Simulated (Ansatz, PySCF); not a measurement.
The pair A = HF (SMILES F) (first 2 atoms), B = H2S (SMILES S); geometry from B3LYP-D3(BJ)/def2-TZVP.
(charge 0, multiplicity 1):
```tsv
atom	x (Å)	y (Å)	z (Å)
F	-0.3220	1.2299	0.1026
H	-0.0385	0.6519	0.7866
S	0.4358	-0.7139	2.4996
H	-0.1423	0.0907	3.4072
H	-0.6831	-1.4397	2.3360
```

Correlated levels freeze the cores. CBS(a, b) extrapolates the correlation energy as X⁻³ and adds the Hartree–Fock energy of set b. MP2 and its Hartree–Fock in aug-cc-pV(Q+d)Z are density fitted.

Run with Ansatz (Gaussian orbitals); PySCF for the dispersion terms. Each number belongs to the level named beside it.

The monomers are drawn apart, rigid, along the line of their centres of mass. Counterpoise-corrected interaction energies (kcal/mol):

```tsv
level	R = 4.031 Å	R = 4.928 Å
PBE/def2-TZVPPD	-2.9295	-1.1025
PBE-D3(BJ)/def2-TZVPPD	-3.2134	-1.2103
wB97M-V/def2-TZVPPD	-2.7589	-1.0859
MP2/CBS(aug-cc-pV(T+d)Z, aug-cc-pV(Q+d)Z) + ΔCCSD(T)/aug-cc-pV(T+d)Z	-2.7013	-1.0606
```

Q: R is the distance of the centres of mass. Find the local exponent m of E ∝ R⁻ᵐ between the two points.

A: 
m = ln(E₁/E₂)/ln(R₂/R₁): PBE/def2-TZVPPD 4.9; PBE-D3(BJ)/def2-TZVPPD 4.9; wB97M-V/def2-TZVPPD 4.6; MP2/CBS(aug-cc-pV(T+d)Z, aug-cc-pV(Q+d)Z) + ΔCCSD(T)/aug-cc-pV(T+d)Z 4.7. For scale, two fixed dipoles give m = 3, dipole and quadrupole 4, quadrupoles 5, and dispersion or dipole-induced dipole 6 at long range; at these distances several terms mix, and what is left of overlap and damping shifts m, so it need not match one of them.

Ansatz is a program for electronic structure.
